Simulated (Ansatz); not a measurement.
One geometry of C4F9−, SMILES `FC(F)(F)[C-](C(F)(F)F)C(F)(F)F`, several functionals.

```yaml
crystal:
  periodic: [false, false, false]
  atoms:
    - {symbol: F, position_ang: [-1.856680, -0.950055, -1.170777]}
    - {symbol: C, position_ang: [-0.680461, -0.241114, -1.254663]}
    - {symbol: F, position_ang: [-1.067461, 0.880399, -1.951365]}
    - {symbol: F, position_ang: [0.089055, -0.940518, -2.116605]}
    - {symbol: C, position_ang: [0.000190, 0.000471, -0.000196]}
    - {symbol: C, position_ang: [-0.664822, 0.736394, 1.054079]}
    - {symbol: F, position_ang: [-0.040916, 1.892692, 1.462329]}
    - {symbol: F, position_ang: [-1.908503, 1.118807, 0.691746]}
    - {symbol: F, position_ang: [-0.830970, 0.062175, 2.241913]}
    - {symbol: C, position_ang: [1.345385, -0.495037, 0.200481]}
    - {symbol: F, position_ang: [1.819708, -0.177725, 1.424654]}
    - {symbol: F, position_ang: [2.292944, -0.028277, -0.681115]}
    - {symbol: F, position_ang: [1.502552, -1.858201, 0.099530]}
basis:
  gaussian: {orbitals: def2-TZVPPD}
total_charge: -1
hamiltonian: {xc: r2scan, dispersion: d4}
output: {forces: true, orbitals: {seedname: orbitals}}
```

```sh
$ ansatz run in.yaml --threads 4 --pin off --events-out ev --progress --plain --max-ram 66560MiB --backend cuda --devices 0, --max-vram 37GiB
```

It prints (some lines left out):

```
Functional definition: r2SCAN
2469 factors; their error is unknown
mean field evaluation 1: about -28597.4160 eV, gradient 5.9e1 eV
mean field evaluation 2: about -28594.2108 eV, gradient 7.1e1 eV
mean field evaluation 4: about -28602.6790 eV, gradient 4.2e0 eV
mean field evaluation 8: about -28602.7254 eV, gradient 7.4e-2 eV
mean field evaluation 16: about -28602.6933 eV, gradient 6.4e-4 eV
mean field -28602.69331198 eV, -1051.1295916134 hartree, gradient 5.7e-5 eV, S^2 0.000000; 0 other end points of the search recorded, 0 dependent functions left out
reference -28602.69334131 eV, -1051.1295926913 hartree; 53, 53 occupied and 455, 455 virtual orbitals, 2469 factors
Total energy: -28602.79792753 eV, -1051.1334361640 hartree
Atom 0 at    -1.856680    -0.950055    -1.170777 Å, force    -0.396902    -0.212982     0.018513 eV/Å
Atom 1 at    -0.680461    -0.241114    -1.254663 Å, force     0.261278     0.083305     0.460171 eV/Å
Atom 2 at    -1.067461     0.880399    -1.951365 Å, force    -0.150044     0.360585    -0.226336 eV/Å
Atom 3 at     0.089055    -0.940518    -2.116605 Å, force     0.263766    -0.223926    -0.258518 eV/Å
Atom 4 at     0.000190     0.000471    -0.000196 Å, force     0.000165    -0.000581    -0.000102 eV/Å
Atom 5 at    -0.664822     0.736394     1.054079 Å, force     0.236396    -0.271118    -0.396325 eV/Å
Atom 6 at    -0.040916     1.892692     1.462329 Å, force     0.206665     0.369627     0.156026 eV/Å
Atom 7 at    -1.908503     1.118807     0.691746 Å, force    -0.393811     0.111350    -0.137753 eV/Å
Atom 8 at    -0.830970     0.062175     2.241913 Å, force    -0.040873    -0.204055     0.399792 eV/Å
Atom 9 at     1.345385    -0.495037     0.200481 Å, force    -0.497926     0.187665    -0.063597 eV/Å
Atom 10 at     1.819708    -0.177725     1.424654 Å, force     0.130349     0.112720     0.396083 eV/Å
Atom 11 at     2.292944    -0.028277    -0.681115 Å, force     0.314489     0.130265    -0.296363 eV/Å
Atom 12 at     1.502552    -1.858201     0.099530 Å, force     0.066449    -0.442853    -0.051590 eV/Å
Dipole moment:     0.000040     0.000041    -0.000025 e Å
```

Hardware: 4 threads of an AMD EPYC 7R13 on a shared host and a share of an NVIDIA H100 80 GB. Wall time 4.6 s, peak host memory 1.1 GiB.

With the line `hamiltonian: {xc: {name: B2PLYP}}` and no forces (abridged; 9 s):

```
Functional definition: B2PLYP
mean field evaluation 16: about -28573.1835 eV, gradient 2.0e-5 eV
mean field -28573.18350136 eV, -1050.0451260757 hartree, gradient 7.4e-6 eV, S^2 0.000000
13 core orbitals not correlated: weight in the atoms' cores, before any rotation towards them, 1.000 or more for the frozen orbitals, at most 0.000 for the correlated occupied ones
second order -93.54071085 eV of doubles, -0.00000000 eV of singles
Total energy: -28598.43973067 eV, -1050.9732753834 hartree
```

With the line `hamiltonian: {xc: {name: CAM-B3LYP}, dispersion: d4}` and no forces (abridged; 8 s):

```
Functional definition: CAM-B3LYP
mean field evaluation 16: about -28607.4620 eV, gradient 4.6e-4 eV
mean field -28607.46204368 eV, -1051.3048392710 hartree, gradient 6.9e-5 eV, S^2 0.000000
Total energy: -28607.78506549 eV, -1051.3167101037 hartree
```

Changing it to `hamiltonian: {xc: pbe, dispersion: d4}` (abridged; 5.5 s):

```
Functional definition: PBE
mean field evaluation 16: about -28586.9763 eV, gradient 9.3e-3 eV
mean field -28586.97633690 eV, -1050.5520034326 hartree, gradient 2.9e-5 eV, S^2 0.000000
Total energy: -28587.35787599 eV, -1050.5660247356 hartree
Atom 0 force    -0.860951    -0.523354     0.095897 eV/Å
Atom 1 force     0.389249     0.104134     0.638280 eV/Å
Atom 2 force    -0.271479     0.844932    -0.487854 eV/Å
Atom 3 force     0.565499    -0.511826    -0.628572 eV/Å
Atom 4 force     0.000232    -0.000585    -0.000038 eV/Å
Atom 5 force     0.310757    -0.378849    -0.574035 eV/Å
Atom 6 force     0.483903     0.845171     0.277595 eV/Å
Atom 7 force    -0.909429     0.278442    -0.267951 eV/Å
Atom 8 force    -0.106618    -0.523151     0.859758 eV/Å
Atom 9 force    -0.700161     0.274821    -0.064165 eV/Å
Atom 10 force     0.344296     0.233702     0.896300 eV/Å
Atom 11 force     0.672992     0.362163    -0.664510 eV/Å
Atom 12 force     0.081709    -1.005601    -0.080705 eV/Å
Dipole moment:     0.000032     0.000044    -0.000032 e Å
```

Changing it to `hamiltonian: {xc: {name: B97M-V}}` and no forces (abridged; 8 s):

```
Functional definition: B97M-V
mean field evaluation 16: about -28605.9571 eV, gradient 2.9e-4 eV
mean field -28605.95706076 eV, -1051.2495321687 hartree, gradient 5.1e-5 eV, S^2 0.000000
Total energy: -28605.95717984 eV, -1051.2495365450 hartree
```

Changing it to `hamiltonian: {xc: {name: BLYP}, dispersion: d4}` and no forces (abridged; 5.5 s):

```
Functional definition: BLYP
mean field evaluation 16: about -28611.3543 eV, gradient 5.3e-4 eV
mean field -28611.35432617 eV, -1051.4478780142 hartree, gradient 2.1e-5 eV, S^2 0.000000
Total energy: -28612.19317223 eV, -1051.4787050385 hartree
```
